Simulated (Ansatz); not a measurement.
Computed with Ansatz on PBE0-D4/def2-TZVP structures; ΔE is electronic, products minus reactants. CCSD(T)/CBS adds triple-zeta CCSD(T) − MP2 to the extrapolated MP2 energy (def2 sets, frozen cores). Elements past krypton have def2 core potentials. For Sn outer-core shells are correlated without core-valence functions, which leaves a few kJ/mol of doubt a bond. One conformer a species, not always the lowest.

Reaction (cleavage of the Si–Sn bond): `[CH3][SnH2][SiH2]O` + `O[SiH](O)S` → `O[SiH2]S[SiH](O)O` + `[CH3][SnH3]`

```csv
species,CCSD(T)/CBS(def2) energy (Eh)
`[CH3][SnH2][SiH2]O`,-621.17928
`O[SiH](O)S`,-839.74481
`O[SiH2]S[SiH](O)O`,-1205.28516
`[CH3][SnH3]`,-255.66383
```

**Question.** Work out ΔE.

**Answer.** ΔE = (-1205.28516) + (-255.66383) − (-621.17928) − (-839.74481) = -0.02490 Eh = -65.4 kJ/mol.

Largest T1 diagnostic among the species: 0.012.

From PBE to PBE0 (25 % exact exchange), in def2-TZVPP and without D4, ΔE moves by −4.1 kJ/mol. The D4 term adds −8.4 kJ/mol with B3LYP and −4.3 kJ/mol with PBE0; it sums over pairs of atoms, weighted by their polarisabilities, and B3LYP, whose exchange is more repulsive, gets the larger term. In def2-TZVPP, CCSD(T) changes the Hartree–Fock value by −3.3 kJ/mol (the triples alone add −2.4 kJ/mol) and MP2 by −8.1 kJ/mol.

B3LYP here is the variant with VWN-RPA as its local correlation; programs differ in this.
